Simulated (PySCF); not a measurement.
## Potential energy of PbH along the bond

Set-up: PySCF, scalar-relativistic core potentials, basis sets H aug-cc-pVDZ, Pb aug-cc-pVDZ-PP with ECP60. Energies in eV from H + Pb in their ground configurations at the same level. State: ²Π (doublet), unpaired electrons π ↑.

```csv
R (Å),B2PLYP,BHandHLYP
1.601,-1.990,-2.007
1.675,-2.229,-2.244
1.749,-2.365,-2.376
1.805,-2.414,-2.422
1.861,-2.427,-2.431
1.917,-2.412,-2.412
1.991,-2.357,-2.350
2.084,-2.245,-2.229
2.196,-2.069,-2.042
2.345,-1.792,-1.750
```

Problem. Put a parabola through the three lowest points of the B2PLYP curve and estimate Re, k and ωe (reduced mass 1.003 u; 1 eV/Å² = 0.16022 mdyn/Å; ωe = 1302.8·√(k/μ) cm⁻¹).

Solution. Through R = 1.805, 1.861, 1.917 Å the second-order coefficient is 4.46 eV/Å², so Re ≈ 1.859 Å, k ≈ 1.43 mdyn/Å and ωe ≈ 1556 cm⁻¹. A polynomial fit of higher order to the unrounded B2PLYP energies gives Re = 1.857 Å, k = 1.49 mdyn/Å, ωe = 1590 cm⁻¹; anharmonicity and rounding make the difference.

The higher-order fit for each curve: B2PLYP: Re = 1.857 Å, ωe = 1590 cm⁻¹, De = 2.43 eV; BHandHLYP: Re = 1.850 Å, ωe = 1627 cm⁻¹, De = 2.43 eV.

Correlated steps freeze 4 core orbitals. Spin–orbit coupling is left out, which matters for elements this heavy, above all for dissociation energies. B2PLYP dipoles, levels and charges come from its SCF part alone. The state is the lowest determinant that a PBE0 search found; another state may lie lower at other levels.
